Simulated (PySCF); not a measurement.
**J couplings in C$_{2}$H$_{7}$GeN**

Geometry:
```json
{"atom": "C1", "x (Å)": "-1.469", "y (Å)": "0.003", "z (Å)": "-0.131"}
{"atom": "N2", "x (Å)": "-0.715", "y (Å)": "1.215", "z (Å)": "-0.021"}
{"atom": "C3", "x (Å)": "0.549", "y (Å)": "1.202", "z (Å)": "-0.085"}
{"atom": "Ge4", "x (Å)": "1.762", "y (Å)": "-0.352", "z (Å)": "-0.328"}
{"atom": "H5", "x (Å)": "-2.089", "y (Å)": "-0.120", "z (Å)": "0.771"}
{"atom": "H6", "x (Å)": "-0.865", "y (Å)": "-0.916", "z (Å)": "-0.271"}
{"atom": "H7", "x (Å)": "-2.171", "y (Å)": "0.090", "z (Å)": "-0.977"}
{"atom": "H8", "x (Å)": "1.055", "y (Å)": "2.180", "z (Å)": "0.004"}
{"atom": "H9", "x (Å)": "1.497", "y (Å)": "-1.080", "z (Å)": "-1.660"}
{"atom": "H10", "x (Å)": "3.197", "y (Å)": "0.202", "z (Å)": "-0.336"}
{"atom": "H11", "x (Å)": "1.622", "y (Å)": "-1.368", "z (Å)": "0.822"}
```

Couplings: B3LYP/pcJ-1 (pcSseg-1 on Ge) (spin–dipole term only in couplings to heteroatoms) in PySCF 2.14, geometry PBE0-D3(BJ)/def2-SVP; gas phase, one conformer, non-relativistic. Couplings are averaged over pairs made equivalent by symmetry, fast rotation or ring inversion, so a value needn't be that of the named pair in this geometry, while other rotamers aren't included; one pair stands for each set, and the list holds those of at least 0.8 Hz over up to four bonds.

Isotopes: ¹³C, ¹H, ¹⁵N.

```
   pair  bonds  J (Hz)
 C1, N2      1     3.5
 C1, H5      1   139.5
 N2, C3      1    -4.3
 C3, H8      1   185.7
 C1, C3      2    -4.1
 N2, H8      2       ?
 C3, H9      2     6.5
 H5, H6      2   -14.7
H9, H10      2       ?
 C1, H8      3       ?
 N2, H9      3    -1.4
 C3, H5      3       ?
 H8, H9      3     3.1
 C1, H9      4       ?
 H5, H8      4    -2.9
```

Q: Estimate the withheld couplings, with signs.

A: 
- ²J(N2,H8) = -9.9 Hz (angle at C3 116°)
- ²J(H9,H10) = 7.6 Hz (mean over equivalent pairs that range from 5.8 to 8.5 Hz in this conformer)
- ³J(C1,H8) = 23.0 Hz (dihedral angle 180°)
- ³J(C3,H5) = 12.0 Hz (mean over equivalent pairs that range from 10.7 to 14.5 Hz in this conformer)
- ⁴J(C1,H9) = 0.8 Hz (mean over equivalent pairs that range from -0.9 to 4.2 Hz in this conformer)

Relativistic effects of the heavier atoms present are left out.
